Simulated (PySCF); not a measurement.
Compound: C5H4F2.
Cartesian coordinates in Å at the PBE0-D3(BJ)/def2-SVP level; atoms count from 1:
```xyz
11
C5H4F2 angstrom
C      2.4641    0.0134   -0.0062
C      1.0234    0.1236   -0.1213
C     -0.1836    0.2168   -0.2199
C     -1.5901    0.3318   -0.3412
F     -2.0447    1.2219   -1.2319
C     -2.4953   -0.3702    0.3551
F     -2.1292   -1.2690    1.2537
H      2.9615    0.6351   -0.7665
H      2.7942   -1.0274   -0.1504
H      2.8109    0.3467    0.9845
H     -3.5731   -0.2469    0.2267
```

Jobs on this species (11 atoms, 52 electrons) with PySCF (density fitting). Hardware of each: one thread, Arm Neoverse V1 (aarch64), shared host. Other jobs ran on the host; a repeat could differ by tens of per cent or more. Peak memory is the resident size of the whole Python process, interpreter and libraries included.

Task: Rank these jobs by wall time, shortest first.
A. PBE0/def2-SVP; 10 singlets by full TDDFT, 4 Tamm–Dancoff triplets, polarisability; 118 basis functions
B. PBE0/6-311+G(2d,p); shieldings, charges and field gradients; 213 basis functions
C. wB97X-D/def2-SVPD; 10 singlets by full TDDFT, 4 Tamm–Dancoff triplets, polarisability, ΔSCF ions; 178 basis functions

Result: A (13 s), B (23 s), C (45 s).

All jobs:

```csv
level and settings,work,basis functions,SCF cycles,wall time,peak memory
PBE0/6-31G*,"10 singlets by full TDDFT, 4 Tamm–Dancoff triplets, polarisability",106,15,12 s,0.55 GiB
PBE0/def2-SVP,"10 singlets by full TDDFT, 4 Tamm–Dancoff triplets, polarisability",118,14,13 s,0.57 GiB
"PBE0/6-311+G(2d,p)","shieldings, charges and field gradients",213,14,23 s,0.95 GiB
PBE0/IGLO-III,"shieldings, charges and field gradients",285,15,37 s,1.0 GiB
PBE0/def2-SVPD,"10 singlets by full TDDFT, 4 Tamm–Dancoff triplets, polarisability, ΔSCF ions",178,14,39 s,0.77 GiB
PBE0/pcSseg-2,"shieldings, charges and field gradients",308,14,43 s,1.1 GiB
wB97X-D/def2-SVPD,"10 singlets by full TDDFT, 4 Tamm–Dancoff triplets, polarisability, ΔSCF ions",178,14,45 s,0.83 GiB
"PBE0-D3(BJ)/def2-SVP, grid level 1",geometry optimisation from a GFN2-xTB start shaken at random,118,64,47 s,0.47 GiB
PBE/def2-SVPD,"10 singlets by full TDDFT, 4 Tamm–Dancoff triplets, polarisability, ΔSCF ions",178,17,72 s,0.64 GiB
```

Task: What do all jobs in the table cost together?

Result: About 5.5 min; the longest takes about 22 % of that, and about 6 times as long as the shortest.
